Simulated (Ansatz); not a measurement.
Reaction (redistribution): `C=C[Si](N)(N)Cl` + `[SiH3]O[SiH2][SiH3]` → `N[Si](N)([SiH3])Cl` + `C=C[SiH2]O[SiH3]`

Gas-phase electronic energies from Ansatz, PBE0-D4/def2-TZVP geometries. CCSD(T)/CBS is the MP2 limit (def2-TZVPP, def2-QZVPP) plus CCSD(T) − MP2 in def2-TZVPP, frozen cores. Functionals use def2-TZVPP. B3LYP here is the variant with VWN-RPA as its local correlation; programs differ in this. Each species was taken in one conformer, which may not be the lowest.

```json
{"level": "B3LYP-D4", "ΔE (eV)": "0.01"}
{"level": "ωB97M-V", "ΔE (eV)": "0.03"}
{"level": "PBE0", "ΔE (eV)": "0.02"}
{"level": "B3LYP", "ΔE (eV)": "0.00"}
{"level": "CCSD(T)/def2-TZVPP", "ΔE (eV)": "0.04"}
{"level": "SCS-MP2/def2-QZVPP", "ΔE (eV)": "0.02"}
{"level": "MP2/CBS(def2)", "ΔE (eV)": "0.02"}
{"level": "CCSD/CBS(def2)", "ΔE (eV)": "0.02"}
```

(1) What does CCSD(T)/CBS give? (An estimate is asked.)

Largest T1 diagnostic among the species: 0.012.

Answers

(1) Computed: +0.02 eV. The listed levels differ from it by -0.01, 0.01, 0.00, -0.02, 0.02, 0.00, 0.00, 0.00 eV.
